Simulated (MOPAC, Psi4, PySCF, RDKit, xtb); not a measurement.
Two geometries of H₈N₂Si₂, SMILES N[SiH2][SiH2]N, relaxed at B3LYP-D3(BJ)/def2-SVP with one dihedral held; other torsions can differ between them too.

Structure A

```
12

N      1.6915     0.5673     0.8657
Si     1.1507    -0.4855    -0.4153
Si    -1.1951    -0.4091    -0.4589
N     -1.7370    -1.4616    -1.7395
H      2.6763     0.5804     1.1179
H      1.3100     1.5081     0.9130
H      1.6400    -1.8621    -0.1064
H      1.6619    -0.1679    -1.7972
H     -1.6209     1.0333    -0.5588
H     -1.7748    -0.9172     0.8201
H     -2.7303    -1.6521    -1.8418
H     -1.3061    -1.3717    -2.6556
```

Structure B

```
12

N     -1.6166     0.5064     0.8496
Si    -1.1726    -0.5655    -0.4496
Si     1.1744    -0.4391    -0.5096
N      1.6179    -0.1116     1.1427
H     -2.5870     0.6787     1.0947
H     -1.0420     1.3259     1.0207
H     -1.6513    -1.9458    -0.1267
H     -1.7503    -0.2437    -1.7993
H      1.7524    -1.6877    -1.1145
H      1.6534     0.6845    -1.3737
H      2.5882    -0.0297     1.4314
H      1.0436    -0.4980     1.8855
```

Which is lower in energy at the level DF-MP2 (frozen core)/cc-pVTZ // B3LYP-D3(BJ)/def2-SVP run with Psi4 1.11, and by how much?

B is lower, by 1.47 kJ/mol (dihedral N1–Si2–Si3–N4: 180° in A, 30° in B).

E(B) − E(A) in kJ/mol at the other levels, on the same two geometries: MMFF94 // B3LYP-D3(BJ)/def2-SVP (RDKit) -1.38; PBE/def2-TZVP // B3LYP-D3(BJ)/def2-SVP (Psi4) -0.55; PBE-D3(BJ)/def2-TZVP // B3LYP-D3(BJ)/def2-SVP (Psi4) -1.59; HF/cc-pVTZ // B3LYP-D3(BJ)/def2-SVP (Psi4) 1.17; UFF // B3LYP-D3(BJ)/def2-SVP (RDKit) 19.60; AM1, restricted, heats of formation // B3LYP-D3(BJ)/def2-SVP (MOPAC) 2.54; PM7, restricted, heats of formation // B3LYP-D3(BJ)/def2-SVP (MOPAC) 5.49; GFN1-xTB // B3LYP-D3(BJ)/def2-SVP (xtb) -2.14; restricted B3LYP/6-31G*, spherical d // B3LYP-D3(BJ)/def2-SVP (PySCF) 0.04; restricted M06-2X/6-31G*, spherical d // B3LYP-D3(BJ)/def2-SVP (PySCF) -3.14; restricted Hartree-Fock/3-21G // B3LYP-D3(BJ)/def2-SVP (PySCF) -7.11; restricted LDA (SVWN5)/6-31G*, spherical d // B3LYP-D3(BJ)/def2-SVP (PySCF) -3.89.
